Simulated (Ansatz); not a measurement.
Geometry optimisation, DFT PBE, scalar-relativistic, plane waves, PAW (Ansatz).

Input file:

```yaml
crystal:
  lattice:
    - [5.52, 0.0, 0.0]
    - [2.76, 4.78046, 0.0]
    - [0.0, 0.0, 15.4574]
  atoms:
    - { symbol: Re, position: [0.0, 0.0, 0.0646939] }
    - { symbol: Re, position: [0.5, 0.0, 0.0646939] }
    - { symbol: Re, position: [0.0, 0.5, 0.0646939] }
    - { symbol: Re, position: [0.5, 0.5, 0.0646939] }
    - { symbol: Re, position: [-0.1666667, 0.3333333, 0.2088773] }
    - { symbol: Re, position: [0.3333333, 0.3333333, 0.2088773] }
    - { symbol: Re, position: [-0.1666667, 0.8333333, 0.2088773] }
    - { symbol: Re, position: [0.3333333, 0.8333333, 0.2088773] }
    - { symbol: Re, position: [0.0, 0.0, 0.3530607] }
    - { symbol: Re, position: [0.5, 0.0, 0.3530607] }
    - { symbol: Re, position: [0.0, 0.5, 0.3530607] }
    - { symbol: Re, position: [0.5, 0.5, 0.3530607] }
    - { symbol: Mg, position: [-0.0012373, 0.4766228, 0.5464955] }
basis:
  ecutwfc: 420.0
kpoints:
  mp_grid: { grid: [4, 4, 1] }
hamiltonian:
  xc: pbe
scf:
  occupations: { method: fermi_dirac, width: 0.05 }
  lower_state_search: "off"
relax:
  f_tol: 0.03
  max_steps: 60
  adjacent_minimum: "off"
  constraints: [{ sites: [0, 1, 2, 3] }]
```

Command:

```bash
$ ansatz run input.yaml --threads 4 --pin off --max-ram 10240MiB --backend cpu --events-out ev --progress --plain --runs-dir out
```

Question: Where does it end, and by what steps?

Answer: The run converged. The force dipped under the threshold on the way, but the program's further checks kept it going. Limits of this set-up: coarse k mesh, thin slab, slab without dipole correction. After 14 steps the energy has fallen by 0.805 eV; Mg13 moved furthest, 1.70 Å. Joined: Re9–Mg13, Re10–Mg13.

```json
{"step": "0", "energy less start (eV)": "0.0000", "largest force component (eV/Å)": "0.910", "accepted": "yes"}
{"step": "1", "energy less start (eV)": "-0.1748", "largest force component (eV/Å)": "0.816", "accepted": "yes"}
{"step": "2", "energy less start (eV)": "-0.3363", "largest force component (eV/Å)": "0.389", "accepted": "yes"}
{"step": "3", "energy less start (eV)": "-0.3801", "largest force component (eV/Å)": "0.699", "accepted": "yes"}
{"step": "4", "energy less start (eV)": "-0.4330", "largest force component (eV/Å)": "0.201", "accepted": "yes"}
{"step": "5", "energy less start (eV)": "-0.4919", "largest force component (eV/Å)": "0.267", "accepted": "yes"}
{"step": "6", "energy less start (eV)": "-0.5678", "largest force component (eV/Å)": "0.302", "accepted": "yes"}
{"step": "7", "energy less start (eV)": "-0.6459", "largest force component (eV/Å)": "0.267", "accepted": "yes"}
{"step": "8", "energy less start (eV)": "-0.7111", "largest force component (eV/Å)": "0.191", "accepted": "yes"}
{"step": "9", "energy less start (eV)": "-0.7491", "largest force component (eV/Å)": "0.117", "accepted": "yes"}
{"step": "10", "energy less start (eV)": "-0.7700", "largest force component (eV/Å)": "0.099", "accepted": "yes"}
{"step": "11", "energy less start (eV)": "-0.7884", "largest force component (eV/Å)": "0.071", "accepted": "yes"}
{"step": "12", "energy less start (eV)": "-0.8010", "largest force component (eV/Å)": "0.081", "accepted": "yes"}
{"step": "13", "energy less start (eV)": "-0.8049", "largest force component (eV/Å)": "0.019", "accepted": "yes"}
{"step": "14", "energy less start (eV)": "-0.8049", "largest force component (eV/Å)": "0.019", "accepted": "yes"}
```

```xyz
13
Lattice="5.5200 0.0000 0.0000 2.7600 4.7805 0.0000 0.0000 0.0000 15.4574" Properties=species:S:1:pos:R:3
Re 0.000 0.000 1.000
Re 2.760 0.000 1.000
Re 1.380 2.390 1.000
Re 4.140 2.390 1.000
Re -0.006 1.598 3.187
Re 2.768 1.598 3.185
Re 1.380 3.984 3.143
Re 4.141 3.976 3.185
Re -0.026 -0.014 5.358
Re 2.778 -0.009 5.357
Re 1.380 2.417 5.359
Re 4.142 2.390 5.390
Mg 1.369 0.799 7.621
```

Whether the end is a true minimum wasn't checked by a vibrational analysis.

The run took 110 s on 4 threads of Arm Neoverse V2, with other jobs on the host, peak memory 1.2 GiB.
